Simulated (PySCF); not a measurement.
**He (helium, neutral) across methods**

1s1 2s1, high-spin 3S determinant (an excited configuration). All numbers are calculated (PySCF 2.14, scalar relativity by spin-free X2C-1e, in dyall-acv3z).

```
 method  E (hartree)  mean ε 1s α (eV)  mean ε 2s α (eV)  Σ⟨r²⟩ (bohr²)   ⟨S²⟩
r2SCAN0      -2.1741           -38.103            -3.201          18.79  2.000
   MN15      -2.1705           -37.470            -2.567          17.08  2.000
   PBE0      -2.1767           -37.256            -3.257          18.83  2.000
   TPSS      -2.1780           -34.761            -2.679          18.89  2.000
  HSE06      -2.1770           -36.843            -2.888          18.81  2.000
    PBE      -2.1745           -34.064            -2.693          18.80  2.000
    LDA      -2.1176           -33.194            -2.597          18.86  2.000
    UHF     -2.17111           -46.673            -4.654          18.81  2.000
```

Problem. Estimate the same row for r2SCAN.

Solution. E (hartree) = -2.1735; mean ε 1s α (eV) = -35.267; mean ε 2s α (eV) = -2.696; Σ⟨r²⟩ (bohr²) = 18.87; ⟨S²⟩ = 2.000.

The outer electron is Rydberg-like, and this basis confines it to a smaller radius and binds it less than a complete one would.
